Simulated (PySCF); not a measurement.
Delta-SCF ions had no search for a lower state. Excitations are Tamm–Dancoff values on a coarser integration grid. The basis has no diffuse functions, so Rydberg states are missing or too high.

Cartesian coordinates (Å):
```xyz
12

B      0.7256     1.5532     0.1827
C      0.8088     0.0329    -0.0353
C      2.1077    -0.5644    -0.1894
N      3.1505    -1.0253    -0.3097
C     -0.2512    -0.8000    -0.0989
C     -1.6848    -0.4511     0.0244
H      1.7200     2.2008     0.2084
H     -0.3252     2.0868     0.3258
H     -0.0529    -1.8568    -0.2606
H     -1.8567     0.6051     0.2007
H     -2.1312    -1.0289     0.8374
H     -2.2106    -0.7522    -0.8853
```
Charge 0, spin multiplicity 1.

Problem. Estimate the HOMO–LUMO gap, S1–T1 gap (TDA), dipole moment, brightest of the four lowest singlets (TDA), S1 excitation (TDA), total energy, vertical ionisation energy (Delta-SCF) and T1 excitation (TDA) that TPSSh-D3(BJ)/def2-TZVP // CAM-B3LYP-D3(BJ)/def2-TZVP (PySCF 2.14.0) returns for this input.

Solution. 
```
Property                                          Result
-------------------------------------------  -----------
HOMO–LUMO gap                                    4.45 eV
S1–T1 gap (TDA)                                  1.68 eV
dipole moment                                     5.05 D
brightest of the four lowest singlets (TDA)      4.83 eV
S1 excitation (TDA)                              4.78 eV
total energy                                 -6413.77 eV
vertical ionisation energy (Delta-SCF)          10.12 eV
T1 excitation (TDA)                              3.10 eV
```
